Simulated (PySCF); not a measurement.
Below is a simulated gas-phase F 1s photoelectron spectrum of Al2F6 ((F2Al-mu-F)2).

Every computed line was given a Gaussian of 0.4 eV full width at half maximum and an area set by the number of equivalent atoms; the highest printed point is 100. Method used: PySCF 2.14.0, delta-SCF UKS SCAN, pcX-2 on the ionised atom, pcseg-1 elsewhere, spin-free X2C.

binding energy (eV), intensity and a bar:
```
    692.5          1 
    692.6          4 #
    692.7         14 ####
    692.8         38 ###########
    692.9         73 ######################
    693.0        100 ##############################
    693.1         97 #############################
    693.2         67 ####################
    693.3         32 ##########
    693.4         11 ###
    693.5          3 #
    693.6          0 
    693.7          0 
    693.8          0 
    693.9          0 
    694.0          0 
    694.1          0 
    694.2          0 
    694.3          0 
    694.4          0 
    694.5          0 
    694.6          0 
    694.7          0 
    694.8          0 
    694.9          0 
    695.0          1 
    695.1          5 ##
    695.2         16 #####
    695.3         33 ##########
    695.4         48 ##############
    695.5         50 ###############
    695.6         37 ###########
    695.7         19 ######
    695.8          7 ##
    695.9          2 #
    696.0          0
```

Question: How many maxima does the curve show, and how many computed lines lie under it?

Answer: The curve has 2 maxima (at 693.0 and 695.5 eV). Under it lie 2 lines from 2 inequivalent fluorine sites.

Question: Decompose the envelope and assign each component. Bonds: Al1–F2, Al1–F3, Al1–F4, Al1–F8, F4–Al5, Al5–F6, Al5–F7, Al5–F8.

Answer: 
```tsv
position (eV)	relative area	line	atoms	environment
693.04	4	F 1s	F2/F3/F6/F7	fluorine bonded to Al
695.46	2	F 1s	F4/F8	fluorine bonded to 2 Al
```

Question: What are the centre and the root-mean-square width of the whole band?

Answer: The area-weighted mean of the lines is 693.85 eV. Their own spread about it is 1.14 eV (rms) and each Gaussian has σ = 0.4/2.355 = 0.17 eV; the variances add, which gives 1.15 eV.

The listed F 1s values span 2.42 eV, from F2/F3/F6/F7 (bonded to Al) to F4/F8 (bonded to 2 Al).

Shake-up satellites, vibrational structure and lifetime widths aren't simulated. The first atom of each set that the bonding makes equivalent was ionised and stands for the set. Geometry: PBE0-D3(BJ)/def2-SVP, one conformer, isolated molecule.
